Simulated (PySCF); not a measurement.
COS, charge +1, doublet, geometry from GFN2-xTB (a state made from the parent by changing its charge; the spin is typed, not shown lowest). Base run: M06/3-21G run with PySCF.

The PySCF input:
```python
from pyscf import gto, scf, dft

mol = gto.Mole()
mol.atom = '''
    O    -0.00000000   -0.00000000   -1.68366881
    C    -0.00000000   -0.00000000   -0.55245407
    S     0.00000000    0.00000000    1.04900468
'''
mol.basis = '3-21g'
mol.charge = 1
mol.spin = 1
mol.verbose = 4
mol.build()

mf = dft.UKS(mol)
mf.xc = 'm06'
mf.kernel()
```

Variants of this job, named by their change:

```tsv
change	ΔE vs base (mEh)	grid points	electrons on the grid
base	0.000	47080	29.00000
grids.level = 0	-45.530	3800	28.99858
grids.radi_method = mura_knowles	0.015	44056	29.00000
grids.atom_grid = (75, 302)	-0.003	41856	29.00000
grids.atom_grid = (150, 974)	0.015	229264	29.00000
grids.atom_grid = (99, 590)	0.011	92312	29.00000
grids.level = 7	0.014	258560	29.00000
grids.prune = dft.gen_grid.treutler_prune	0.011	43280	29.00000
grids.radi_method = delley	0.017	48784	29.00000
small_rho_cutoff = 0	0.000	47080	29.00000
grids.becke_scheme = stratmann	0.001	47080	29.00000
```

Open shells are given as the SCF converged; they aren't shown to be the lowest states, and a large step between rows can be another state.
